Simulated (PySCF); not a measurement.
C2H4Cl2O2Si (SMILES CC(=O)O[SiH](Cl)Cl), singlet, at a GFN2-xTB geometry; CASSCF(6,6)/STO-3G in PySCF.

Here is a job for PySCF.
```python
from pyscf import gto, scf, mcscf
import numpy

mol = gto.M(
    atom='''
Si    0.76617362   -0.00272605   -0.35464102
Cl    1.50422019   -0.35031871    1.47022494
Cl    1.22077253    1.82595464   -1.01154077
O    -0.87748514    0.10278226   -0.24533170
C    -1.75444620   -0.89900119   -0.05806076
C    -3.15313146   -0.38918652    0.10551607
O    -1.41113377   -2.04448310   -0.03688090
H     1.16451539   -1.02510483   -1.29847642
H    -3.84120879   -1.22205225    0.21152428
H    -3.20004172    0.24791295    0.98635257
H    -3.42015420    0.21433090   -0.75908786
''',
    basis='sto-3g',
    verbose=4,
)

mf = scf.RHF(mol)
mf.kernel()
mc = mcscf.CASSCF(mf, 6, 6)
mc.kernel()
occ = numpy.linalg.eigvalsh(mc.fcisolver.make_rdm1(mc.ci, mc.ncas, mc.nelecas))[::-1]
ss = mc.fcisolver.spin_square(mc.ci, mc.ncas, mc.nelecas)[0]
print('natural occupations', occ.round(4), ' <S^2>', round(ss, 4))
```

Task: What does PySCF print? Leave out banner, timings and long lists.

Result: 
```
PySCF version 2.14.0

[INPUT] verbose = 4
[INPUT] num. atoms = 11
[INPUT] num. electrons = 80
[INPUT] charge = 0
[INPUT] spin (= nelec alpha-beta = 2S) = 0
[INPUT] symmetry False subgroup None
[INPUT] Mole.unit = angstrom
[INPUT] Symbol           X                Y                Z      unit          X                Y                Z       unit  Magmom
[...]
nuclear repulsion = 533.872257970429
number of shells = 31
number of NR pGTOs = 153
number of NR cGTOs = 51
basis = sto-3g
ecp = {}

******** <class 'pyscf.scf.hf.RHF'> ********
method = RHF
initial guess = minao
damping factor = 0
level_shift factor = 0
DIIS = <class 'pyscf.scf.diis.CDIIS'>
diis_start_cycle = 1
diis_space = 8
diis_damp = 0
SCF conv_tol = 1e-09
SCF conv_tol_grad = None
SCF max_cycles = 50
direct_scf = True
direct_scf_tol = 1e-13
Set gradient conv threshold to 3.16228e-05
Initial guess from minao.
init E= -1420.42292549897
[...]
cycle= 1 E= -1419.49904443819  delta_E= 0.924  |g|= 0.764  |ddm|= 4.25
[...]
cycle= 2 E= -1419.67626807788  delta_E= -0.177  |g|= 0.418  |ddm|=  1.5
[...]
cycle= 3 E= -1419.71927407056  delta_E= -0.043  |g|= 0.068  |ddm|= 0.51
[...]
cycle= 4 E= -1419.72158982291  delta_E= -0.00232  |g|= 0.0318  |ddm|= 0.129
[...]
cycle= 5 E= -1419.72214582597  delta_E= -0.000556  |g|= 0.00983  |ddm|= 0.0721
[...]
cycle= 6 E= -1419.72222309467  delta_E= -7.73e-05  |g|= 0.00357  |ddm|= 0.029
[...]
cycle= 7 E= -1419.72223223593  delta_E= -9.14e-06  |g|= 0.000553  |ddm|= 0.012
[...]
cycle= 8 E= -1419.7222324334  delta_E= -1.97e-07  |g|= 8.05e-05  |ddm|= 0.00184
[...]
cycle= 9 E= -1419.72223243751  delta_E= -4.11e-09  |g|= 1.38e-05  |ddm|= 0.000239
[...]
cycle= 10 E= -1419.72223243763  delta_E= -1.16e-10  |g|= 4.21e-06  |ddm|= 3.45e-05
[...]
Extra cycle  E= -1419.72223243765  delta_E= -1.96e-11  |g|= 1.95e-06  |ddm|= 9.08e-06
converged SCF energy = -1419.72223243765

******** <class 'pyscf.mcscf.mc1step.CASSCF'> ********
CAS (3e+3e, 6o), ncore = 37, nvir = 8
max_cycle_macro = 50
max_cycle_micro = 4
conv_tol = 1e-07
conv_tol_grad = None
orbital rotation max_stepsize = 0.02
orbital rotation threshold for CI restart = 0.01
augmented hessian ah_max_cycle = 30
augmented hessian ah_conv_tol = 1e-12
augmented hessian ah_linear dependence = 1e-14
augmented hessian ah_level shift = 1e-08
augmented hessian ah_start_tol = 2.5
augmented hessian ah_start_cycle = 3
augmented hessian ah_grad_trust_region = 3
kf_trust_region = 3
kf_interval = 4
ci_response_space = 4
ci_grad_trust_region = 3
with_dep4 0
natorb = False
canonicalization = True
sorting_mo_energy = False
ao2mo_level = 2
internal_rotation = False
******** <class 'pyscf.fci.direct_spin1.FCISolver'> ********
max. cycles = 50
conv_tol = 1e-08
davidson only = False
linear dependence = 1e-12
level shift = 0.001
max iter space = 12
nroots = 1
pspace_size = 400
spin = None
CASCI E = -1419.73766695677  S^2 = 0.0000000
Set conv_tol_grad to 0.000316228
macro iter   1 ( 21 JK    4 micro), CASSCF E = -1419.75864659444  dE = -2.09796377e-02  S^2 = 0.0000000
               |grad[o]|=0.0395  |grad[c]|=0.041  |ddm|=0.0799  |maxRot[o]|=0.264
macro iter   2 ( 21 JK    4 micro), CASSCF E = -1419.76677168068  dE = -8.12508624e-03  S^2 = 0.0000000
               |grad[o]|=0.0315  |grad[c]|=0.0533  |ddm|=0.034  |maxRot[o]|=0.215
macro iter   3 ( 21 JK    4 micro), CASSCF E = -1419.77609638867  dE = -9.32470799e-03  S^2 = 0.0000000
               |grad[o]|=0.0203  |grad[c]|=0.025  |ddm|=0.0425  |maxRot[o]|=0.311
macro iter   4 ( 21 JK    4 micro), CASSCF E = -1419.78817352497  dE = -1.20771363e-02  S^2 = 0.0000000
               |grad[o]|=0.019  |grad[c]|=0.0217  |ddm|=0.00908  |maxRot[o]|=0.311
macro iter   5 ( 21 JK    4 micro), CASSCF E = -1419.79598708742  dE = -7.81356245e-03  S^2 = 0.0000000
               |grad[o]|=0.0167  |grad[c]|=0.0701  |ddm|=0.0107  |maxRot[o]|=0.246
macro iter   6 ( 17 JK    4 micro), CASSCF E = -1419.79842574109  dE = -2.43865367e-03  S^2 = 0.0000000
               |grad[o]|=0.0112  |grad[c]|=0.0177  |ddm|=0.022  |maxRot[o]|=0.0989
macro iter   7 ( 21 JK    4 micro), CASSCF E = -1419.80219272123  dE = -3.76698014e-03  S^2 = 0.0000000
               |grad[o]|=0.00663  |grad[c]|=0.0294  |ddm|=0.0411  |maxRot[o]|=0.205
macro iter   8 ( 21 JK    4 micro), CASSCF E = -1419.80859730281  dE = -6.40458158e-03  S^2 = 0.0000000
               |grad[o]|= 0.01  |grad[c]|=0.129  |ddm|=0.0251  |maxRot[o]|=0.194
macro iter   9 ( 21 JK    4 micro), CASSCF E = -1419.81236339063  dE = -3.76608782e-03  S^2 = 0.0000000
               |grad[o]|=0.0152  |grad[c]|=0.0246  |ddm|=0.011  |maxRot[o]|= 0.17
macro iter  10 ( 19 JK    4 micro), CASSCF E = -1419.81291148071  dE = -5.48090080e-04  S^2 = 0.0000000
               |grad[o]|=0.0106  |grad[c]|=0.0156  |ddm|=0.00525  |maxRot[o]|= 0.05
macro iter  11 ( 19 JK    4 micro), CASSCF E = -1419.81303153946  dE = -1.20058750e-04  S^2 = 0.0000000
               |grad[o]|=0.00463  |grad[c]|=0.0114  |ddm|=0.00293  |maxRot[o]|=0.0243
macro iter  12 ( 13 JK    4 micro), CASSCF E = -1419.81301667090  dE =  1.48685590e-05  S^2 = 0.0000000
               |grad[o]|=0.00399  |grad[c]|=0.00855  |ddm|=0.00352  |maxRot[o]|=0.0131
macro iter  13 ( 20 JK    4 micro), CASSCF E = -1419.81353190477  dE = -5.15233871e-04  S^2 = 0.0000000
               |grad[o]|=0.00417  |grad[c]|=0.00379  |ddm|=0.00152  |maxRot[o]|=0.0406
macro iter  14 ( 10 JK    4 micro), CASSCF E = -1419.81357857457  dE = -4.66697991e-05  S^2 = 0.0000000
               |grad[o]|=0.00152  |grad[c]|=0.00178  |ddm|=0.00162  |maxRot[o]|=0.0159
macro iter  15 ( 11 JK    3 micro), CASSCF E = -1419.81360266621  dE = -2.40916370e-05  S^2 = 0.0000000
               |grad[o]|=0.000905  |grad[c]|=0.000744  |ddm|=0.00105  |maxRot[o]|=0.0135
macro iter  16 (  8 JK    2 micro), CASSCF E = -1419.81360370914  dE = -1.04292963e-06  S^2 = 0.0000000
               |grad[o]|=0.000194  |grad[c]|=0.000102  |ddm|=0.000111  |maxRot[o]|=0.00417
macro iter  17 (  1 JK    1 micro), CASSCF E = -1419.81360370965  dE = -5.07270670e-10  S^2 = 0.0000000
               |grad[o]|=2.4e-05  |grad[c]|=3.01e-05  |ddm|=1.36e-05  |maxRot[o]|=    0
1-step CASSCF converged in  17 macro (286 JK  62 micro) steps
CASSCF canonicalization
Density matrix diagonal elements [1.97986263 1.91851668 1.98188861 0.04905023 0.04734524 0.02333661]
CASSCF energy = -1419.81360370965
CASCI E = -1419.81360370965  E(CI) = -12.9358783333932  S^2 = 0.0000000
natural occupations [1.9875 1.9798 1.9155 0.0845 0.021  0.0116]  <S^2> 0.0
```
